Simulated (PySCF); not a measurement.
# Correlation energy of Cl (chlorine, neutral)

[Ne] 3s2 3p5, 2P determinant. Computed with PySCF 2.14 in jorge-DZP-DKH (7s4p1d, 24 functions), with scalar relativity by spin-free X2C-1e. Frozen: [Ne]; 7 electrons correlated.

MP2 pair energies summed by pair of shells (mhartree):

| pair | energy | share (%) |
| --- | --- | --- |
| 3p-3p | -75.37 | 64.7 |
| 3s-3p | -33.58 | 28.8 |
| 3s-3s | -7.51 | 6.5 |

Total MP2 correlation energy: -116.46 mhartree.

Same-spin part -29.15 and opposite-spin part -87.31 mhartree; SCS-MP2 scales them by 1/3 and 6/5 to -114.48 mhartree.

```tsv
level	correlation energy (mhartree)
CCSD	-132.98
(T)	-1.42
CCSD(T)	-134.40
```

Diagnostics: T1 = 0.0051, D1 = 0.0174, largest double amplitude 0.049.

Cost of the coupled-cluster step: 0.1 s of wall time on 1 thread of Intel(R) Xeon(R) 6975P-C (shared host), for 7 correlated electrons.
